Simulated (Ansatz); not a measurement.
```yaml
crystal:
  periodic: [false, false, false]
  atoms:
    - {symbol: F, position_ang: [0.933942, -0.852568, 1.383191]}
    - {symbol: Xx, position_ang: [0.866587, -0.815103, 0.244012]}
    - {symbol: F, position_ang: [0.898288, -1.841040, -0.472400]}
    - {symbol: F, position_ang: [2.067599, 0.047217, -0.268039]}
    - {symbol: Ge, position_ang: [-0.818051, 0.447528, -0.309546]}
    - {symbol: Cl, position_ang: [-0.551504, 2.242208, 1.058079]}
    - {symbol: Cl, position_ang: [-0.773271, 0.910512, -2.480592]}
    - {symbol: Cl, position_ang: [-2.529568, -0.491891, 0.370201]}
basis:
  gaussian: {orbitals: pcseg-2}
hamiltonian: {xc: {name: PBEsol}, dispersion: d4}
accuracy: high
output: {forces: true}
```

```sh
$ ansatz run in.yaml --threads 2 --pin off --events-out ev --progress --plain --max-ram 32768MiB --backend cpu
```

(1) How does Ansatz answer? (An estimate is asked.)

## Answers

(1) Ansatz gave: The input was rejected before any iteration.
```
Error: YAML parse error: error: line 5 column 16: `Xx` is not an element symbol (H … Og, case-exact)
 --> <input>:5:16
3 |   atoms:
4 |     - {symbol: F, position_ang: [0.933942, -0.852568, 1.383191]}
5 |     - {symbol: Xx, position_ang: [0.866587, -0.815103, 0.244012]}
6 |     - {symbol: F, position_ang: [0.898288, -1.841040, -0.472400]}
7 |     - {symbol: F, position_ang: [2.067599, 0.047217, -0.268039]}
```
